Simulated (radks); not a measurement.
Pm3+, 58 electrons, occupied as [Kr] 4d10 4f4 5s1 5p6 5f1 (not the ground configuration). All-electron calculation, non-relativistic Kohn-Sham, PBE, spin-unpolarised, spherical densities, point nucleus; relativity is left out, which matters for an element this heavy. Program: a radial shooting solver on a logarithmic mesh with Libxc functionals.

X-ray form factor f0, the Fourier transform of the density (f0(0) = 58):

sin(theta)/lambda (1/angstrom),f0 (electrons)
0.05,57.079
0.1,54.850
0.15,52.056
0.2,49.001
0.25,45.865
0.3,42.829
0.4,37.470
0.5,33.075
0.6,29.375
0.8,23.513
1,19.521
1.25,16.416
1.5,14.216
2,10.392
